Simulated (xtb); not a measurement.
FGa, charge -1, doublet, at a GFN2-xTB geometry (such geometries of metal compounds can be far from the true shape) (a state made from the parent by changing its charge; the spin is typed, not shown lowest); GFN1-xTB run with xtb 6.7.1.

The xtb input:
```
$ xtb mol.xyz --gfn 1 --chrg -1 --uhf 1 --etemp 5000 --json

# file mol.xyz
2

Ga    -0.00000000    -0.00000000    -0.45205283
F      0.00000000     0.00000000     1.55707084
```

The log (banner, timings and long lists left out):

```
   ID    Z sym.   atoms
    1   31 Ga     1
    2    9 F      2

           -------------------------------------------------
          |                Calculation Setup                |
           -------------------------------------------------

           -------------------------------------------------
          |                 G F N 1 - x T B                 |
           -------------------------------------------------

          ...................................................
          :                      SETUP                      :
          :.................................................:
          :  # basis functions                  14          :
          :  # atomic orbitals                  13          :
          :  # shells                            5          :
          :  # electrons                        11          :
          :  # halogen bonds                     0          :
          :  max. iterations                   250          :
          :  Hamiltonian                  GFN1-xTB          :
          :  restarted?                      false          :
          :  GBSA solvation                  false          :
          :  PC potential                    false          :
          :  electronic temp.         5000.0000000     K    :
          :  accuracy                    1.0000000          :
          :  -> integral cutoff          0.2500000E+02      :
          :  -> integral neglect         0.1000000E-07      :
          :  -> SCF convergence          0.1000000E-05 Eh   :
          :  -> wf. convergence          0.2000000E-04 e    :
          :  Broyden damping             0.4000000          :
          :  net charge                         -1          :
          :  unpaired electrons                  1          :
          ...................................................

 iter      E             dE          RMSdq      gap      omega  full diag
   1     -6.5872670 -0.658727E+01  0.594E+00    0.00       0.0  T
   2     -6.6135437 -0.262768E-01  0.240E+00    0.00       1.0  T
   3     -6.6142031 -0.659390E-03  0.119E+00    0.00       1.0  T
   4     -6.6141973  0.580015E-05  0.120E-01    0.00       1.0  T
   5     -6.6142075 -0.101712E-04  0.168E-02    0.00       4.2  T
   6     -6.6142077 -0.181033E-06  0.380E-03    0.00      18.6  T
   7     -6.6142077 -0.773430E-08  0.533E-06    0.00   13254.4  T
   8     -6.6142077  0.710543E-14  0.649E-06    0.00   10888.6  T

   *** convergence criteria satisfied after 8 iterations ***

         :::::::::::::::::::::::::::::::::::::::::::::::::::::
         ::                     SUMMARY                     ::
         :::::::::::::::::::::::::::::::::::::::::::::::::::::
         :: total energy              -6.613989627046 Eh    ::
         :: gradient norm              0.000560471599 Eh/a0 ::
         :: HOMO-LUMO gap              0.000000000000 eV    ::
         ::.................................................::
         :: SCC energy                -6.614207698914 Eh    ::
         :: -> electrostatic           0.116261177298 Eh    ::
         :: repulsion energy           0.000375801530 Eh    ::
         :: dispersion energy         -0.000157729662 Eh    ::
         :: halogen bond corr.         0.000000000000 Eh    ::
         :: add. restraining           0.000000000000 Eh    ::
         :: total charge              -1.000000000000 e     ::
         :::::::::::::::::::::::::::::::::::::::::::::::::::::

           -------------------------------------------------
          |                Property Printout                |
           -------------------------------------------------

    * Orbital Energies and Occupations

         #    Occupation            Energy/Eh            Energy/eV
      -------------------------------------------------------------
         1        2.0000           -0.5597210             -15.2308
         2        2.0000           -0.3557614              -9.6808
         3        1.9995           -0.2736468              -7.4463
         4        1.9995           -0.2736468              -7.4463
         5        1.9987           -0.2598366              -7.0705
         6        0.4985           -0.0476589              -1.2969 (HOMO)
         7        0.4985           -0.0476589              -1.2969 (LUMO)
         8        0.0028            0.0455087               1.2384
         9        0.0010            0.0609632               1.6589
        10        0.0010            0.0609632               1.6589
        11        0.0002            0.0845213               2.2999
        12        0.0002            0.0845213               2.2999
        13                          0.2162683               5.8850
      -------------------------------------------------------------
                  HL-Gap            0.0000000 Eh            0.0000 eV
             Fermi-level           -0.1011301 Eh           -2.7519 eV

  Mulliken/CM5 charges         n(s)   n(p)   n(d)
     1Ga   -0.60523 -0.59772   1.973  1.445  0.188
     2F    -0.39477 -0.40228   1.806  5.589  0.000

Wiberg/Mayer (AO) data.
largest (>0.10) Wiberg bond orders for each atom

 ---------------------------------------------------------------------------
     #   Z sym  total        # sym  WBO       # sym  WBO       # sym  WBO
 ---------------------------------------------------------------------------
     1  31 Ga   1.043 --     2 F    1.043
     2   9 F    1.043 --     1 Ga   1.043
 ---------------------------------------------------------------------------

Topologies differ in total number of bonds
Writing topology from bond orders to xtbtopo.mol

 dipole moment from electron density (au)
     X       Y       Z
  -0.0000  -0.0000  -0.7748  total (Debye):    1.969

           -------------------------------------------------
          | TOTAL ENERGY               -6.613989627046 Eh   |
          | GRADIENT NORM               0.000560471599 Eh/α |
          | HOMO-LUMO GAP               0.000000000000 eV   |
           -------------------------------------------------

normal termination of xtb
```
